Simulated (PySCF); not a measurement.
Start geometry of `C(C#CCC1CCC1)[Se]C` from GFN2-xTB (Å):
```
atom  x, y, z in Å
C1    -2.0055   -2.1629   -1.4947
Se2   -3.4798   -0.9041   -1.7111
C3    -2.4002    0.5777   -2.4969
C4    -1.3245    0.9542   -1.6252
C5    -0.4320    1.2145   -0.8656
C6     0.6417    1.5531    0.0459
C7     0.6587    0.6219    1.2577
C8     1.8598    0.8254    2.2008
C9     2.3204   -0.6153    1.9288
C10    1.1302   -0.8176    0.9777
H11   -2.3842   -3.0213   -0.9474
H12   -1.2158   -1.6710   -0.9314
H13   -1.6449   -2.4733   -2.4731
H14   -2.0280    0.2233   -3.4617
H15   -3.1007    1.4021   -2.6464
H16    1.5976    1.4835   -0.4824
H17    0.5104    2.5864    0.3828
H18   -0.3084    0.6694    1.7624
H19    2.5580    1.5903    1.8647
H20    1.5932    1.0290    3.2357
H21    2.3081   -1.2613    2.8040
H22    3.2960   -0.6941    1.4535
H23    0.4311   -1.5911    1.2895
H24    1.4072   -0.9966   -0.0602
```

What comes out of this run: PySCF, PBE0-D3(BJ)/def2-SVP geometry optimisation, gas phase?

```
atom  x, y, z in Å
C1    -1.5981   -2.2226   -1.9458
Se2   -3.2260   -1.1723   -1.8744
C3    -2.4253    0.5255   -2.4697
C4    -1.3649    0.9857   -1.5997
C5    -0.4620    1.3212   -0.8614
C6     0.6054    1.6765    0.0645
C7     0.6773    0.7367    1.2614
C8     1.8709    0.8566    2.2295
C9     1.8686   -0.6789    2.3503
C10    1.0592   -0.7394    1.0405
H11   -1.8430   -3.2205   -1.5570
H12   -0.8286   -1.7617   -1.3112
H13   -1.2347   -2.3161   -2.9786
H14   -2.0680    0.3897   -3.5026
H15   -3.2646    1.2380   -2.4991
H16    1.5739    1.6656   -0.4674
H17    0.4603    2.7123    0.4194
H18   -0.2713    0.7934    1.8207
H19    2.7698    1.2187    1.7037
H20    1.7387    1.4550    3.1438
H21    1.2698   -1.0150    3.2106
H22    2.8395   -1.1952    2.3816
H23    0.2451   -1.4752    0.9616
H24    1.7160   -0.8493    0.1618
```

The energy falls by 2.8 kcal/mol over 18 energy and gradient evaluations, the largest force component goes from 0.0175 to 3.2e-04 Eh/bohr, and the atoms move by 0.439 Å rms after alignment. The bond that changes most is Se2–C3 (ends: selenium bonded to 2 C; sp3 carbon bound to selenium), which shortens by 0.025 Å. Bonds longer at the end by more than 0.005 Å: 17 of 24; shorter: 2. Among the angles that change most is C6–C7–C8, from 114.4° to 118.8°. Among the dihedrals that turn most is C6–C7–C10–H24, from 1° to 29°. Rotational constants go from 2040, 350.2, 316.3 to 1904, 356.5, 317.3 MHz. The orientation of the end geometry is arbitrary; only internal coordinates are fixed.

The run used 228 basis functions and 125 SCF cycles in all.

Whether it is a minimum is left open (no frequencies). One conformer, not necessarily the lowest.
